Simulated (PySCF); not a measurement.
Stretching BPd

Set-up: PySCF, scalar-relativistic core potentials, basis sets B def2-TZVPP, Pd def2-TZVPP with ECP28. Energies in eV from B + Pd (4d10) in their ground configurations at the same level. State: ²Σ⁺ (doublet), unpaired electrons σ ↑.

| R (Å) | CAM-B3LYP | PBE |
| --- | --- | --- |
| 1.524 | -2.602 | -3.493 |
| 1.595 | -3.149 | -4.101 |
| 1.666 | -3.447 | -4.443 |
| 1.719 | -3.551 | -4.569 |
| 1.772 | -3.578 | -4.611 |
| 1.825 | -3.546 | -4.587 |
| 1.896 | -3.435 | -4.480 |
| 1.985 | -3.223 | -4.262 |
| 2.091 | -2.908 | -3.930 |
| 2.233 | -2.453 | -3.440 |

Q: Put a parabola through the three lowest points of the CAM-B3LYP curve and estimate Re, k and ωe (reduced mass 9.973 u; 1 eV/Å² = 0.16022 mdyn/Å; ωe = 1302.8·√(k/μ) cm⁻¹).

A: Through R = 1.719, 1.772, 1.825 Å the second-order coefficient is 10.5 eV/Å², so Re ≈ 1.770 Å, k ≈ 3.37 mdyn/Å and ωe ≈ 757 cm⁻¹. A polynomial fit of higher order to the unrounded CAM-B3LYP energies gives Re = 1.767 Å, k = 3.43 mdyn/Å, ωe = 764 cm⁻¹; anharmonicity and rounding make the difference.

The higher-order fit for each curve: CAM-B3LYP: Re = 1.767 Å, ωe = 764 cm⁻¹, De = 3.58 eV; PBE: Re = 1.777 Å, ωe = 784 cm⁻¹, De = 4.61 eV.

The metal atom is held in its measured ground configuration; semilocal functionals can put another filling of s and d lower by some tenths of an eV, and De to that atom would be smaller. Spin–orbit coupling is left out, which matters for elements this heavy, above all for dissociation energies. With d or f electrons several states lie close, and the lowest PBE0 determinant need not be the measured ground state.
